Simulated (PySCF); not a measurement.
# Dipole response of Pt⁺ (platinum, charge +1)

[Xe] 4f14 5d9, 2D determinant. Calculation: PySCF 2.14, in aug-cc-pVQZ-PP with ECP60MDF (7s7p6d4f3g2h, 135 functions); a scalar-relativistic core potential. Coupled (time-dependent) response in atomic units; α is the mean over directions.

| method | mean α (bohr³) | α xx, yy, zz | C₆ (like pair) | S(−4) |
| --- | --- | --- | --- | --- |
| TPSSh | 16.90 | 16.76, 16.76, 17.17 | 128.4 | 92.46 |

S(−4) is the Cauchy moment in α(ω) = α(0) + S(−4) ω² + …

Spin-orbit coupling is absent.

α(iu) at TPSSh:

| u (hartree) | α(iu) (bohr³) |
| --- | --- |
| 0 | 16.90 |
| 0.0500 | 16.67 |
| 0.100 | 16.05 |
| 0.200 | 14.17 |
| 0.300 | 12.22 |
| 0.500 | 9.198 |
| 0.750 | 6.807 |
| 1.00 | 5.266 |
| 1.50 | 3.430 |
| 2.00 | 2.405 |
| 3.00 | 1.357 |
| 5.00 | 0.5924 |

A single London oscillator, α(iu) = α/(1 + u²/ω²), gives C₆ = (3/4) ω α². Matching the computed C₆ needs ω = 4 × 128.4 / (3 × 16.90²) = 0.599 hartree.

For an ion, C₆ is the dispersion term alone; charge-induced terms of lower order in 1/R come first.

The components differ because the open shell of this determinant is not spherical; for a pure term their mean is the scalar polarisability.

Energies and moments cover only the electrons outside the core potential. Spin-orbit coupling, absent here, splits the open shell strongly. ⟨S²⟩ = 1.00 against 0.75 shows spin contamination.
